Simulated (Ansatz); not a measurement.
**A basis-limit estimate, worked out**

An elementary step of SiNH₃Cl₂O, closed shell (SiNH₃Cl₂O ([NH2][Si]([OH])([Cl])[Cl]) → SiCl₂O ([O][Si]([Cl])[Cl]) + NH₃ (still joined by a long Si–N bond); bonds formed: N2–H4; bonds broken: O3–H4; bonds weakened to dative contacts: Si1–N2). “Start” is the structure reached by relaxing down from the saddle towards the reactants; PBE0-D4/def2-TZVP structures. The saddle:

```
8
angstrom
Si -0.8050 0.1593 0.1211
N 0.9846 -0.1755 -0.1295
O -1.0913 -0.9415 -0.9546
H 0.2901 -0.8941 -0.8523
Cl -1.1718 2.1198 -0.2791
Cl -1.2678 -0.1574 2.0766
H 1.5063 -0.6339 0.6073
H 1.5551 0.5231 -0.5896
```

Program: Ansatz 0.2.0. Basis: def2-TZVPP and def2-QZVPP. Cores are frozen in the correlated methods.

Energies in eV:

| quantity | saddle | start |
| --- | --- | --- |
| Hartree–Fock, triple zeta (X = 3) | -36441.80741 | -36444.22059 |
| Hartree–Fock, quadruple zeta (X = 4) | -36442.92820 | -36445.34667 |
| MP2 correlation, X = 3 | -26.36168 | -25.70439 |
| MP2 correlation, X = 4 | -28.68202 | -28.02894 |
| CCSD(T) correlation, X = 3 | -28.49180 | -27.90586 |

Problem. Work out the barrier at the basis limit: extrapolate Hartree–Fock as E(X) = E∞ + A exp(−7.88 √X) and the MP2 correlation as E(X) = E∞ + B X^−2.97 (the exponents that Neese and Valeev fitted for def2-TZVPP and QZVPP), then add CCSD(T) − MP2 in triple zeta.

Solution. Each step is linear, so take the differences first (saddle − start): Hartree–Fock 2.41318 (X = 3) and 2.41847 (X = 4); MP2 correlation -0.65729 and -0.65308; CCSD(T) correlation -0.58594.
Two points give E∞ = E(4) + w [E(4) − E(3)], with w = 1/(exp(7.88 (2 − √3)) − 1) = 0.1377 for Hartree–Fock and w = 1/((4/3)^2.97 − 1) = 0.7407 for the correlation.
Hartree–Fock: 2.41847 + 0.1377 × 0.00529 = 2.4192 eV.
MP2 correlation: -0.65308 + 0.7407 × 0.00421 = -0.6500 eV.
CCSD(T) − MP2: -0.58594 − (-0.65729) = 0.0714 eV.
Sum: 2.4192 + (-0.6500) + 0.0714 = 1.8406 eV, or 42.45 kcal/mol. Plain CCSD(T) in triple zeta gives 1.8272 eV, so the larger basis shifts the result by 0.0134 eV.

No T1 diagnostic of these runs exceeds 0.013.

Labels in which every atom is bracketed show which atoms are joined, not bond orders.

For scale, one of the runs: CCSD(T)/def2-TZVPP, 230 basis functions, launched by `ansatz run in.yaml --threads 4 --pin off --events-out ev --progress --plain --max-ram 9574MiB`. Hardware: 4 CPU threads of a Oxide Virtual Turin-like, shared host. Wall time 79 s; peak host memory 3.7 GiB.
